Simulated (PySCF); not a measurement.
A GIAO shielding run with PySCF 2.14.0 with density-fitted response routines (density fitting, non-relativistic, gas phase) on `CO[Si@@H]1[SiH2][SiH2][SiH2][Si@@H]1C`, C2H14OSi5:

```
$ OMP_NUM_THREADS=1 python probes_run.py task.json out

{"job": {"kind": "nmr", "xc": "PBE0", "basis": "pcSseg-1"}, "charge": 0, "multiplicity": 1}
C      2.755338    -1.221135     0.634836
O      1.520831    -1.086467     0.013342
Si     1.031882     0.128514    -0.977271
Si     1.084216     2.139185     0.219529
Si    -0.953184     2.264321     1.363388
Si    -2.379656     0.634766     0.476953
Si    -1.194070    -0.523940    -1.186200
C     -1.479898    -2.407357    -1.106161
H      2.716220    -2.091943     1.290597
H      2.992282    -0.333895     1.228999
H      3.548727    -1.365091    -0.103345
H      1.932206     0.126601    -2.150447
H      1.255139     3.294571    -0.671914
H      2.231756     2.271477     1.135886
H     -1.539583     3.609532     1.294218
H     -0.764507     2.073455     2.810162
H     -3.614188     1.243104    -0.040986
H     -2.882913    -0.250316     1.539435
H     -1.675050    -0.096576    -2.518210
H     -1.006458    -2.917208    -1.941379
H     -1.052207    -2.812296    -0.193289
H     -2.537291    -2.659918    -1.118993
```

Hardware: 1 thread of an Intel Xeon, shared host. The job also computes population analyses, field gradients, ring-centre shieldings.

(1) How large is the calculation?

(2) How long does it take, and how much memory does it need?

## Answers

(1) 104 electrons, 241 basis functions and 1372 auxiliary functions.

(2) 110 s of wall time, with 13 SCF cycles and 5 response iterations; peak memory 1.1 GiB. Times on a shared host scatter by some tens of per cent.
